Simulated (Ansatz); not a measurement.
One change: `BC[SiH2]F` becomes `BC[SiH2]Cl`.

Ansatz, PBE0-D4/def2-TZVP geometries, multiplicity 1. Each molecule was computed in one conformer, which needn't be the lowest.

```csv
property,`BC[SiH2]F`
HOMO–LUMO gap (ωB97M-V/def2-TZVPP) / eV,11.73
HOMO–LUMO gap (B3LYP/def2-TZVPP) / eV,7.13
LUMO energy (PBE/def2-TZVPP) / eV,-2.66
zero-point energy (PBE0-D4/def2-TZVP) / kJ/mol,177.6
"ideal-gas entropy at 298 K and 1 bar (rigid rotor, harmonic PBE0-D4/def2-TZVP) / J/(mol·K)",323
HOMO energy (PBE/def2-TZVPP) / eV,-7.84
```

What does the change do to each property? (An estimate is asked.)

Computed: 
| property | `BC[SiH2]Cl` | shift |
| --- | --- | --- |
| HOMO–LUMO gap (ωB97M-V/def2-TZVPP) / eV | 11.17 | -0.56 |
| HOMO–LUMO gap (B3LYP/def2-TZVPP) / eV | 6.59 | -0.54 |
| LUMO energy (PBE/def2-TZVPP) / eV | -2.75 | -0.09 |
| zero-point energy (PBE0-D4/def2-TZVP) / kJ/mol | 174.6 | -3.0 |
| ideal-gas entropy at 298 K and 1 bar (rigid rotor, harmonic PBE0-D4/def2-TZVP) / J/(mol·K) | 336 | 13 |
| HOMO energy (PBE/def2-TZVPP) / eV | -7.54 | 0.30 |

With PBE0 the HOMO rises by 0.43 eV and the LUMO falls by 0.10 eV, so the gap narrows by about 0.53 eV. PBE moves the HOMO by 0.30 eV and ωB97M-V by 0.46 eV. Modes under 60 cm⁻¹, often nearly free rotors, make the harmonic entropy too high.

B3LYP here is the variant with VWN-RPA as its local correlation; programs differ in this.
